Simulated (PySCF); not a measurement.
**Orbital picture of TlS**

r²SCAN at R = 2.631 Å; basis Tl aug-cc-pVDZ-PP with ECP60, S aug-cc-pV(D+d)Z; scalar-relativistic core potentials; PySCF 2.14. State: ²Π (doublet), unpaired electrons π ↑. Only the outer orbitals are listed, counted within each symmetry, core potentials removing the inner ones.

```
spin  orbital  occ.  ε (eV)  on Tl (%)           main shells (%)
   α       8σ     1  -10.25         83           83 Tl s, 13 S p
   α       4π     1   -7.17          3                    97 S p
   α       9σ     1   -5.93         30  70 S p, 17 Tl p, 12 Tl s
   α       4π     1   -5.86          5                    94 S p
   α       5π     0   -2.23         98                   98 Tl p
   α       5π     0   -2.07         96                   96 Tl p
   α      10σ     0   -0.30         94           90 Tl p, 11 S p
   β       8σ     1  -10.15         84           83 Tl s, 11 S p
   β       9σ     1   -5.63         32   68 S p, 21 Tl p, 9 Tl s
   β       4π     1   -5.46          7                    92 S p
   β       4π     0   -4.54         13           86 S p, 12 Tl p
   β       5π     0   -2.07         94                   94 Tl p
   β       5π     0   -1.99         89           88 Tl p, 11 S p
```

Task: Which are the highest filled and the lowest empty level, where do they sit, and how wide is the gap?

Result: Highest filled β 4π at -5.46 eV (in %: 92 S p); lowest empty β 4π at -4.54 eV (in %: 86 S p, 12 Tl p); the gap at r²SCAN is 0.92 eV. Both belong to one degenerate shell, split only by its one-sided filling, so this is no excitation gap.

```json
{"bond order (Mayer)": "0.85", "⟨S²⟩": "0.758", "charge on Tl (Mulliken, basis-dependent)": "0.52", "charge on Tl (Löwdin, basis-dependent)": "0.40", "dipole moment (positive dipole means Tl(−)S(+))": "-3.83 D"}
```

These are scalar-relativistic numbers at best; spin–orbit coupling would shift them, the dissociation energy most. The state is the lowest determinant that a PBE0 search found; another state may lie lower at other levels.
